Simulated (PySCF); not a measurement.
FH7SeSi3.
Numbering: `[F:1][SiH2:2][SiH2:3][Se:4][SiH3:5]` (hydrogens: H6, H7 on Si2; H8, H9 on Si3; H10, H11, H12 on Si5)

Method used: PBE0-D3(BJ)/def2-SVP geometry optimisation, gas phase (PySCF 2.14.0).

(1) What internal coordinates does the optimisation give?

Results:

(1) 
| bond | length (bohr) |
| --- | --- |
| F1–Si2 | 3.085 |
| Si2–Si3 | 4.417 |
| Si3–Se4 | 4.345 |
| Se4–Si5 | 4.325 |
| Si2–H6, Si2–H7 | 2.819 |
| Si3–H8, Si3–H9 | 2.823 |
| Si5–H10, Si5–H11, Si5–H12 | 2.819 |

Bonds in one row agree within 0.02 bohr and their mean is given. A selection of angles:
| angle | degrees |
| --- | --- |
| F1–Si2–Si3 | 112.1 |
| F1–Si2–H6 | 108.3 |
| Si3–Si2–H6 | 109.6 |
| H6–Si2–H7 | 109.7 |
| Si2–Si3–Se4 | 103.1 |
| Si2–Si3–H8 | 113.2 |
| Se4–Si3–H8 | 110.1 |
| Se4–Si3–H9 | 107.7 |
| H8–Si3–H9 | 109.6 |
| Si3–Se4–Si5 | 94.0 |
| Se4–Si5–H10 | 110.5 |
| Se4–Si5–H12 | 106.3 |
| H10–Si5–H11 | 108.9 |

Dihedral angles: F1–Si2–Si3–Se4 179° (antiperiplanar); Si2–Si3–Se4–Si5 -88° (synclinal). The mirror-image conformer, all signs reversed, is as good.

Si5 (SiH3 silicon) is tetrahedral (angles from 106.3° to 110.6°). Si3 (SiH2 silicon) is distorted tetrahedral (angles from 103.1° to 113.2°). Si2 (fluorine-bound silicon) is tetrahedral (angles from 108.2° to 112.1°).

Point group: C1 (no symmetry element, even within 0.4 Å). No frequency check. The numbers are those of one conformer.

The run took 3.8 min wall on one thread, Arm Neoverse N1 (aarch64), no GPU (shared host), and the process peaked at 0.52 GiB of memory. That covers the optimisation of the geometry.
